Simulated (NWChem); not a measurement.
## Polarisability of FGa

```xyz
2

Ga     0.0000     0.0000    -0.4046
F      0.0000     0.0000     1.3936
```
Charge 0, spin multiplicity 1.

The numbers come from NWChem runs, not from measurements. All single points use one geometry, from PBE/def2-SVP, a minimum by its harmonic frequencies.

Basis set: def2-SVPD. The field's frequency is 0.0773 Ha (589 nm).

The Hamiltonian is non-relativistic. The correlated methods keep 10 core orbitals frozen. B3LYP has NWChem's definition, with VWN1-RPA local correlation. The structure started from a generated list of species. Coupled-cluster values serve here as a point of comparison, not as the truth.

| method | isotropic polarisability (bohr³) |
|---|---|
| PBE | [?] |
| PBE0 | [?] |
| HF | 38.02 |
| B3LYP | 35.11 |
| CCSD linear response | 37.36 |

Task: Fill in the missing entries.

Result: 
- PBE, isotropic polarisability (bohr³): 36.13
- PBE0, isotropic polarisability (bohr³): 35.87
